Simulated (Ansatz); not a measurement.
Ideal-gas functions of CrFHO3, SMILES `[O]=[Cr](=[O])([OH])[F]` at 800 K and 1 bar, from an Ansatz frequency run at PBE0-D4/def2-TZVP.

Molar mass 120.0 g/mol, point group C1 (symmetry number 1), electronic degeneracy 1, moments of inertia 111.758, 123.991, 132.889 u Å². Harmonic wavenumbers (cm⁻¹, unscaled): 239, 282, 308, 336, 388, 430, 762, 777, 817, 1137, 1149, 3834.

Use S(trans) = R[1.5 ln M + 2.5 ln T − 1.1517]; rotational temperatures θ = 24.2544 K / I; S(rot) = R[ln(√π/σ · √(T³/θAθBθC)) + 1.5]; for each mode x = 1.438777 ν̃/T, S = R[x/(eˣ − 1) − ln(1 − e⁻ˣ)] and H = RT x/(eˣ − 1); 1 cm⁻¹ = 0.0119627 kJ/mol; R = 8.31446 J/(mol·K).

Task: By hand: the entropy, in J/(mol·K).

Result: Translation 189.1. Rotation: θ = 0.217, 0.1956, 0.1825 K, giving 120.8. Vibration, mode by mode: 15.40, 14.05, 13.33, 12.63, 11.47, 10.66, 6.32, 6.18, 5.82, 3.68, 3.62, 0.07, in all 103.2. Electronic 0.0. Sum 413.1 J/(mol·K).

Task: By hand: H − E and G − E in kJ/mol, counted from the electronic energy.

Result: Zero-point energy ½ × 10459 × 0.0119627 = 62.6; thermal vibration 42.4; translation, rotation and pV give 4 RT = 26.6. H − E = 131.6 kJ/mol, and G − E = 131.6 − 800 × 413.1/1000 = -198.9 kJ/mol.

Vibration gives 25 % of the entropy. The sum counts one conformer and one mirror image; others add a mixing term.
